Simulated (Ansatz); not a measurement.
Cost against result

The pair of HBr (SMILES Br, atoms 1–2) and H₂S (SMILES S, atoms 3–5), both closed shells, in one local arrangement (a lower one may exist), relaxed at PBE0-D4/def2-TZVP:

```json
{"atom": "Br1", "x (Å)": "-0.4623", "y (Å)": "0.5128", "z (Å)": "-2.4970"}
{"atom": "H2", "x (Å)": "-0.0767", "y (Å)": "0.0106", "z (Å)": "-1.1992"}
{"atom": "S3", "x (Å)": "0.4695", "y (Å)": "-0.6623", "z (Å)": "0.9840"}
{"atom": "H4", "x (Å)": "0.8558", "y (Å)": "0.5820", "z (Å)": "1.3073"}
{"atom": "H5", "x (Å)": "-0.7862", "y (Å)": "-0.4431", "z (Å)": "1.4050"}
```

Interaction energies are counterpoise-corrected; the time is that of the whole pair.

Ansatz 0.2.0; basis: as named in each row; cores frozen in the correlated methods. Filled d shells of the heavier atoms are correlated. The def2 sets are not built for correlating such inner shells, so the correlated values are less sure here. B3LYP uses VWN-RPA correlation. Extrapolation: Hartree–Fock as exp(−7.88 √X), correlation as X^−2.97.

Times are rough, for one single point on 2 threads of a shared host (Arm Neoverse V2).

The estimate by CCSD(T) at an estimated basis limit (MP2 extrapolated from triple and quadruple zeta, plus CCSD(T) − MP2 in triple zeta) is -0.131 eV.

```json
{"method": "HF", "basis": "STO-3G", "time (s)": "under 1", "interaction energy (eV)": "0.020", "method less estimate": "0.150"}
{"method": "PBE-D4", "basis": "STO-3G", "time (s)": "under 1", "interaction energy (eV)": "-0.250", "method less estimate": "-0.119"}
{"method": "SPW92", "basis": "def2-SVP", "time (s)": "under 1", "interaction energy (eV)": "-0.326", "method less estimate": "-0.195"}
{"method": "PBE-D4", "basis": "def2-SVP", "time (s)": "under 1", "interaction energy (eV)": "-0.227", "method less estimate": "-0.096"}
{"method": "B3LYP-D4", "basis": "6-31G", "time (s)": "under 1", "interaction energy (eV)": "-0.158", "method less estimate": "-0.027"}
{"method": "PBE0-D4", "basis": "def2-SVP", "time (s)": "under 1", "interaction energy (eV)": "-0.205", "method less estimate": "-0.074"}
{"method": "CCSD(T)", "basis": "def2-SVP", "time (s)": "under 1", "interaction energy (eV)": "-0.051", "method less estimate": "0.080"}
{"method": "PBE-D4", "basis": "def2-TZVPPD", "time (s)": "1", "interaction energy (eV)": "-0.206", "method less estimate": "-0.075"}
{"method": "revPBE-D4", "basis": "def2-TZVPPD", "time (s)": "1", "interaction energy (eV)": "-0.177", "method less estimate": "-0.047"}
{"method": "BLYP-D4", "basis": "def2-TZVPPD", "time (s)": "1", "interaction energy (eV)": "-0.168", "method less estimate": "-0.038"}
{"method": "PBE0-D4", "basis": "def2-TZVPPD", "time (s)": "2", "interaction energy (eV)": "-0.182", "method less estimate": "-0.051"}
{"method": "B3LYP-D4", "basis": "def2-TZVPPD", "time (s)": "2", "interaction energy (eV)": "-0.160", "method less estimate": "-0.030"}
{"method": "HSE06-D4", "basis": "def2-TZVPPD", "time (s)": "2", "interaction energy (eV)": "-0.184", "method less estimate": "-0.053"}
{"method": "wB97M-V", "basis": "def2-SVP", "time (s)": "2", "interaction energy (eV)": "-0.149", "method less estimate": "-0.019"}
{"method": "r2SCAN-D4", "basis": "def2-TZVPPD", "time (s)": "3", "interaction energy (eV)": "-0.173", "method less estimate": "-0.043"}
{"method": "B2PLYP", "basis": "def2-TZVPPD", "time (s)": "3", "interaction energy (eV)": "-0.109", "method less estimate": "0.022"}
{"method": "wB97X-V", "basis": "def2-TZVPPD", "time (s)": "5", "interaction energy (eV)": "-0.127", "method less estimate": "0.003"}
{"method": "wB97M-V", "basis": "def2-TZVPPD", "time (s)": "6", "interaction energy (eV)": "-0.124", "method less estimate": "0.007"}
{"method": "B97M-V", "basis": "def2-TZVPPD", "time (s)": "6", "interaction energy (eV)": "-0.139", "method less estimate": "-0.009"}
{"method": "MP2", "basis": "def2-QZVPPD", "time (s)": "6", "interaction energy (eV)": "-0.152", "method less estimate": "-0.021"}
{"method": "CCSD(T)", "basis": "def2-TZVPPD", "time (s)": "21", "interaction energy (eV)": "-0.097", "method less estimate": "0.033"}
```

No T1 diagnostic of these runs exceeds 0.011.
